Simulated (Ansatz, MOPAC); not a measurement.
Molecule: HgI (charge +1, singlet). SMILES: [I][Hg+]

Atoms: Hg1, I2. Bonds: Hg1-I2.

Bond lengths (Å) and angles (degrees) optimised at PM3 with MOPAC; PM6 with MOPAC; MNDO with MOPAC; MP2/LANL2DZ with Ansatz (a program for electronic structure), each started from the B3LYP-D3(BJ)/def2-TZVP structure (Ansatz) of the last column. A row stands for all coordinates that are equal there.

```tsv
coordinate	PM3	PM6	MNDO	MP2/LANL2DZ	B3LYP-D3(BJ)/def2-TZVP
Hg1-I2	2.597	2.113	2.425	2.660	2.598
```

Mean signed difference of all 1 bond lengths from B3LYP-D3(BJ)/def2-TZVP: PM3 -0.001 Å, PM6 -0.485 Å, MNDO -0.173 Å, MP2/LANL2DZ 0.062 Å.
